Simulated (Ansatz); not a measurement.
Total energies of C2H7AlN (`[CH2][Al]([CH3])[NH2]`) radical.

```
atom    x (Å)    y (Å)    z (Å)
  C1  -1.3431   1.4296  -0.4487
 Al2   0.0549   0.1592  -0.0676
  C3  -0.2823  -1.6022   0.7003
  N4   1.7168   0.6443  -0.4527
  H5  -1.1793   2.4140  -0.8856
  H6  -2.3999   1.2525  -0.2527
  H7  -0.7656  -2.2628  -0.0271
  H8   0.6357  -2.0962   1.0290
  H9  -0.9544  -1.5416   1.5617
 H10   1.9831   1.5260  -0.8597
 H11   2.5342   0.0772  -0.2971
```

Total charge 0; spin multiplicity 2. All single points use the PBE0-D4/def2-TZVP geometry. It is one conformer, not always the lowest. Basis def2-TZVPP, Ansatz 0.2.0.

RPA on PBE orbitals: Hartree–Fock energy of these orbitals -376.21507 Eh, correlation -1.06206 Eh (frozen core).

```json
{"functional": "LDA (SPW92)", "energy without D4 (Eh)": "-375.37514", "D4 term (kJ/mol)": "–"}
{"functional": "revPBE", "energy without D4 (Eh)": "-377.56690", "D4 term (kJ/mol)": "-49.5"}
{"functional": "BLYP", "energy without D4 (Eh)": "-377.60166", "D4 term (kJ/mol)": "-36.4"}
{"functional": "r2SCAN", "energy without D4 (Eh)": "-377.55890", "D4 term (kJ/mol)": "-4.3"}
{"functional": "B97M-V", "energy without D4 (Eh)": "-377.59923", "D4 term (kJ/mol)": "–"}
{"functional": "HSE06 (plane-wave form)", "energy without D4 (Eh)": "-377.36850", "D4 term (kJ/mol)": "-13.4"}
{"functional": "CAM-B3LYP", "energy without D4 (Eh)": "-377.59872", "D4 term (kJ/mol)": "-14.6"}
{"functional": "LC-ωPBE", "energy without D4 (Eh)": "-377.49909", "D4 term (kJ/mol)": "–"}
{"functional": "B2PLYP", "energy without D4 (Eh)": "-377.42616", "D4 term (kJ/mol)": "–"}
{"functional": "PBE-QIDH", "energy without D4 (Eh)": "-377.27609", "D4 term (kJ/mol)": "–"}
```

**Question.** Give the same for PBE, PBE0, B3LYP, r2SCANh, r2SCAN0, BHLYP, ωB97X-V, ωB97M-V. (Estimate.)

**Answer.** Computed: 
| functional | energy without D4 (Eh) | D4 term (kJ/mol) |
| --- | --- | --- |
| PBE | -377.33860 | -16.9 |
| PBE0 | -377.38278 | -14.3 |
| B3LYP | -377.69752 | -27.0 |
| r2SCANh | -377.55158 | -4.6 |
| r2SCAN0 | -377.54138 | -5.0 |
| BHLYP | -377.58583 | -21.0 |
| ωB97X-V | -377.58000 | – |
| ωB97M-V | -377.57322 | – |

B3LYP takes the VWN-RPA correlation (the form of Gaussian; ORCA's B3LYP/G). HSE06 is the plane-wave form, built on full-range PBE exchange. The double hybrids freeze the cores in their second-order part.

LC-ωPBE has ω = 0.4 bohr⁻¹.
